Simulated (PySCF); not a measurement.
# Computed vibrations of HoCl3(NH3)

HoCl3(NH3) (singlet in the valence; each metal's 4f electrons, 10 of them, lie in its core potential, out of spins and levels). PySCF 2.14.0, RKS PBE0, Ho lcecp-1-SVP with ECP56, Cl def2-SVP, N def2-SVP, H def2-SVP; non-relativistic Hamiltonian with scalar-relativistic core potentials where named; density fitting; no spin-orbit coupling. Central differences of gradients.

```xyz
8

Ho    0.0376   -0.0376    0.0376
Cl    1.1777    1.8464    1.1777
Cl   -1.8464   -1.1777    1.1777
Cl    1.1777   -1.1777   -1.8464
N    -1.3703    1.3703   -1.3703
H    -1.9797    1.9797   -0.8199
H    -0.8199    1.9797   -1.9797
H    -1.9797    0.8199   -1.9797
```

Run from Python with OMP_NUM_THREADS=2. Where DIIS fails, smearing, a level shift and second-order steps follow.
It took 85 s on 2 threads of Arm Neoverse V1, with other jobs on the host.

What are the harmonic wavenumbers and infrared intensities?

Modes are labelled in C3v; negative numbers are unstable modes, those under 60 cm⁻¹ near the noise; a finer grid moves soft modes by up to 10 cm⁻¹.
```tsv
cm⁻¹	km/mol	symmetry
64	5.3	e
64	5.3	e
66	29.9	a1
74	4.9	e
74	4.9	e
125	0.0	a2
318	3.8	a1
330	2.9	a1
339	75.3	e
339	75.3	e
560	51.3	e
560	51.3	e
1223	169.9	a1
1625	27.0	e
1625	27.0	e
3485	40.0	a1
3606	57.5	e
3606	57.5	e
```

Is this a minimum?

Yes. Ideal gas at 298.15 K and 1 bar: S = 435.7 J/(mol K), Cp = 120.1 J/(mol K), H − H(0 K) = 27.2 kJ/mol (rigid rotor, harmonic modes, spin degeneracy alone, that of the 4f electrons in the core included).

An lcecp potential fixes the number of 4f electrons, so in runs with it no electron can move into or out of that shell.
